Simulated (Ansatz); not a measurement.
Isolated molecules relaxed with PBE0-D4/def2-TZVP in Ansatz; ΔE leaves out vibrations. CCSD(T)/CBS is the MP2 limit (def2-TZVPP, def2-QZVPP) plus CCSD(T) − MP2 in def2-TZVPP, frozen cores. This one scheme is used for every species. DFT in def2-TZVPP. B3LYP here is the variant with VWN-RPA as its local correlation; programs differ in this. HSE06 is defined as in plane-wave codes. For Mg outer-core shells are correlated without core-valence functions, which leaves a few kJ/mol of doubt a bond. Each species was taken in one conformer, which may not be the lowest.

Reaction (formal hydrolysis of a Mg–C bond): `C[CH](C)[Mg][CH](C)C` + H₂O → `C[CH](C)[Mg][OH]` + `CCC`

```tsv
level	ΔE (kJ/mol)
HSE06-D4	-164.8
B3LYP	-180.9
CAM-B3LYP	-186.5
RPA@PBE/def2-TZVPP	-161.0
HF/def2-TZVPP	-195.3
HF/def2-QZVPP	-196.6
MP2/def2-QZVPP	-173.2
HF/CBS(def2)	-196.8
```

Question: What does CCSD(T)/CBS give? (Best estimate.)

Answer: Computed: -168.9 kJ/mol. The listed levels differ from it by 4.1, -12.0, -17.6, 7.9, -26.4, -27.7, -4.3, -27.9 kJ/mol.

Largest T1 diagnostic among the species: 0.010.

In def2-TZVPP, CCSD(T) changes the Hartree–Fock value by +27.1 kJ/mol (the triples alone add +5.1 kJ/mol) and MP2 by +22.9 kJ/mol. At CCSD(T), def2-SVP lies −18.2 kJ/mol from the extrapolated value and def2-TZVPP +0.6 kJ/mol.
